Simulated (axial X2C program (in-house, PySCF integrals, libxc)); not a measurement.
## Potential curves of SrCl⁺, two-component

Computed with an in-house relativistic program for diatomic molecules. Two-component (2c) means X2C with spin–orbit coupling and atomic mean-field two-electron Coulomb and Gaunt terms. Basis: Sr dyall-cv3z [13s12p8d5f1g], Cl dyall-av3z [9s8p3d2f] (cores contracted in-house); Gaussian nuclei, density fitting, unrestricted open shells. Masses: Sr 87.906 u, Cl 34.969 u.

State: Ω = 0 (closed shell). Energies in eV from the fragments at the same level (Sr+ + Cl). Fits are polynomials in 1 − R0/R over 0.85 to 1.23 times the lowest point R0.

```csv
R (Å),B97-3,PBE0,CCSD,MP2
2.1428,-3.4992,-3.4815,,-3.0593
2.2413,-4.0653,-4.0259,-3.5413,-3.7442
2.3152,-4.3119,-4.2577,-3.8629,-4.0663
2.3891,-4.4436,-4.3752,-4.0587,-4.2626
2.4630,-4.4863,-4.4045,-4.1559,-4.3606
2.5492,-4.4507,-4.3548,-4.1740,-4.3796
2.6354,-4.3481,-4.2389,-4.1152,-4.3217
2.7462,-4.1473,-4.0235,-3.9597,-4.1676
2.8817,-3.8367,-3.6978,,-3.8997
3.0788,-3.3240,-3.1688,,-3.4281
```

Correlated methods: 8 electrons correlated (number of frozen shells: Sr 4 s, 3 p, 1 d; Cl 2 s, 1 p), 262 virtual spin orbitals or spinors in MP2.

One determinant describes the state; a PBE0 search over occupations chose it and may have missed a lower one. Closed shells are restricted here (equal orbitals for both partners); the stretched side of such a curve lies too high. De is counted from the lowest determinant-based energies of the atoms at the same level, without counterpoise correction. CCSD ran in a truncated set of natural virtual spinors with an MP2 remainder; without triples it tends to underbind. In 2c an atomic determinant is not the ground J level, so De misses part of the atomic spin–orbit lowering. This holds for PBE0. Without a current term, density functionals place determinants with orbital angular momentum somewhat too high. The outer-core s and p shells of the metal are frozen in the correlated rows, which leaves out core–valence correlation; for alkali and alkaline-earth bonds that tends to lengthen them. With the outer-core shells frozen, correlated bond lengths of heavy atoms tend to come out a few hundredths of an ångström too long. Coupled cluster ran on the points near the minimum only. MP2 and coupled cluster on one determinant become unreliable at the stretched end.

Problem. What are Re, ωe and De at the B97-3 level?

Solution. At B97-3, 2c: Re = 2.469 Å, ωe ≈ 364 cm⁻¹, De = 4.49 eV to Sr+ + Cl; Be follows as 0.111 cm⁻¹.

Problem. Fit the PBE0 curve near its minimum: give the equilibrium distance, the harmonic wavenumber and the well depth.

Solution. At PBE0, 2c: Re = 2.455 Å, ωe ≈ 371 cm⁻¹, De = 4.40 eV to Sr+ + Cl; Be follows as 0.112 cm⁻¹.

Problem. What are Re, ωe and De at the CCSD level?

Solution. At CCSD, 2c: Re = 2.523 Å, ωe ≈ 350 cm⁻¹, De = 4.18 eV to Sr+ + Cl; Be follows as 0.106 cm⁻¹.

Problem. What are Re, ωe and De at the MP2 level?

Solution. At MP2, 2c: Re = 2.524 Å, ωe ≈ 350 cm⁻¹, De = 4.38 eV to Sr+ + Cl; Be follows as 0.106 cm⁻¹.
